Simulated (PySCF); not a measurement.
Job file and geometry (Å, from GFN2-xTB) of an NMR shielding run on `CC[C@@H](CO)[Si@@H](N)NC`, C$_{5}$H$_{16}$N$_{2}$OSi, GIAO PBE0/pcSseg-1 NMR shielding, non-relativistic, gas phase in PySCF 2.14.0, density-fitted response routines; density fitting, a coarse starting grid and PySCF grid level 2 are the driver's defaults:

```
$ OMP_NUM_THREADS=1 python probes_run.py task.json out

{"job": {"kind": "nmr", "xc": "PBE0", "basis": "pcSseg-1"}, "charge": 0, "multiplicity": 1}
C      2.825709     1.034900     0.379231
C      1.414729     0.526046     0.662449
C      0.765637    -0.184777    -0.528042
C      1.369596    -1.560275    -0.778931
O      0.925512    -2.517189     0.158053
Si    -1.112906    -0.410851    -0.291704
N     -1.428274    -1.113220     1.254193
N     -1.767331     1.178712    -0.190660
C     -3.181016     1.420044    -0.057803
H      3.223759     1.552255     1.250176
H      2.818496     1.730435    -0.457884
H      3.501651     0.218202     0.135440
H      1.438598    -0.147283     1.523050
H      0.787510     1.373544     0.944013
H      0.952180     0.416973    -1.421712
H      1.041631    -1.937100    -1.749764
H      2.469127    -1.525547    -0.782780
H      1.105585    -2.157220     1.033874
H     -1.641320    -1.199377    -1.425165
H     -2.316929    -0.917663     1.685936
H     -1.200019    -2.088118     1.367075
H     -1.327864     1.895628    -0.746631
H     -3.609880     0.648562     0.576094
H     -3.707119     1.395833    -1.019066
H     -3.357998     2.391633     0.408421
```

**Question.** Write the output of this run.

**Answer.** 
```
coarse grid: 20184 points
cycle   1  E = -673.6000275060  dE =  9.055e-01  |g| = 8.231e-01  |ddm| = 4.286e+00
cycle   2  E = -673.5027526852  dE =  9.727e-02  |g| = 1.093e+00  |ddm| = 1.699e+00
cycle   3  E = -673.7401801675  dE = -2.374e-01  |g| = 8.670e-02  |ddm| = 1.079e+00
cycle   4  E = -673.7414224869  dE = -1.242e-03  |g| = 3.852e-02  |ddm| = 1.008e-01
cycle   5  E = -673.7417543020  dE = -3.318e-04  |g| = 8.569e-03  |ddm| = 3.990e-02
cycle   6  E = -673.7417694973  dE = -1.520e-05  |g| = 2.739e-03  |ddm| = 1.022e-02
cycle   7  E = -673.7417710370  dE = -1.540e-06  |g| = 4.782e-04  |ddm| = 2.376e-03
final grid: 187112 points
cycle   8  E = -673.7997958035  dE = -5.510e-05  |g| = 1.187e-02  |ddm| = 3.488e-02
cycle   9  E = -673.7997745805  dE =  2.122e-05  |g| = 1.563e-02  |ddm| = 2.247e-02
cycle  10  E = -673.7998275644  dE = -5.298e-05  |g| = 1.326e-03  |ddm| = 1.313e-02
cycle  11  E = -673.7998278972  dE = -3.328e-07  |g| = 2.767e-04  |ddm| = 1.184e-03
cycle  12  E = -673.7998279110  dE = -1.382e-08  |g| = 6.948e-05  |ddm| = 2.821e-04
cycle  13  E = -673.7998279119  dE = -8.768e-10  |g| = 2.765e-05  |ddm| = 9.110e-05
converged SCF energy = -673.7998279119

GIAO shielding tensors (ppm)
atom      isotropic    diamagn.    paramagn.     s11        s22        s33       span
  0 C      171.967     246.816     -74.849    153.119    174.253    188.529     35.411
  1 C      167.333     249.790     -82.457    158.086    167.571    176.342     18.256
  2 C      149.910     257.547    -107.637    139.728    147.607    162.395     22.667
  3 C      123.013     245.756    -122.744     94.774    112.713    161.551     66.777
  4 O      292.710     394.266    -101.556    267.538    291.516    319.076     51.538
  5 Si     364.646     883.533    -518.887    332.097    369.039    392.802     60.705
  6 N      249.554     319.198     -69.643    211.884    253.629    283.150     71.266
  7 N      244.713     327.142     -82.430    213.018    235.912    285.208     72.190
  8 C      156.133     239.791     -83.658    131.586    149.585    187.228     55.642
  9 H       30.516      28.576       1.939     25.514     27.696     38.337     12.823
 10 H       31.255      30.713       0.542     26.779     29.197     37.789     11.011
 11 H       30.438      30.539      -0.100     25.087     29.893     36.336     11.249
 12 H       30.364      34.960      -4.595     25.330     31.303     34.460      9.130
 13 H       29.904      34.828      -4.923     22.747     31.454     35.513     12.766
 14 H       31.639      37.321      -5.682     29.073     29.824     36.019      6.947
 15 H       27.871      31.295      -3.424     23.742     27.029     32.841      9.099
 16 H       27.515      31.688      -4.173     22.175     27.718     32.652     10.477
 17 H       30.782      35.556      -4.774     23.091     30.329     38.927     15.836
 18 H       26.247      31.869      -5.622     23.337     23.937     31.466      8.129
 19 H       31.376      32.239      -0.863     23.076     28.639     42.414     19.339
 20 H       31.542      32.860      -1.317     23.161     29.470     41.995     18.834
 21 H       32.001      37.133      -5.132     22.012     32.647     41.345     19.333
 22 H       29.389      28.636       0.753     24.059     28.984     35.124     11.064
 23 H       28.783      26.399       2.384     23.101     26.454     36.794     13.692
 24 H       28.775      27.024       1.752     23.355     26.598     36.374     13.019
```

**Question.** Turn these shieldings into chemical shifts. Chemical shifts δ = σref − σ; TMS for 13C (σref 186.93) and 29Si (σref 349.16) and 1H (σref 31.72); 17O (σref 336.08) against H2O; NH3 for 15N (σref 267.73), all at this level.

**Answer.** Averaging equivalent atoms: C 3: 63.9; C 2: 37.0; C 8: 30.8; C 1: 19.6; C 0: 15.0; O 4: 43.4; Si 5: -15.5; N 7: 23.0; N 6: 18.2; H 18: 5.47; H 16: 4.20; H 15: 3.85; H 22/23/24: 2.73; H 13: 1.81; H 12: 1.35; H 9/10/11: 0.98; H 17: 0.93; H 19/20: 0.26; H 14: 0.08; H 21: -0.28 ppm. Experimental scales use liquid or dissolved standards, which lie at an offset from isolated NH3 (liquid NH3: subtract about 20 ppm) and H2O (liquid H2O: subtract about 36 ppm).

Size and cost of the density-fitted run: 240 basis functions, 110 s wall time on 1 thread of an Arm Neoverse N1, shared host; peak memory 1.1 GiB.
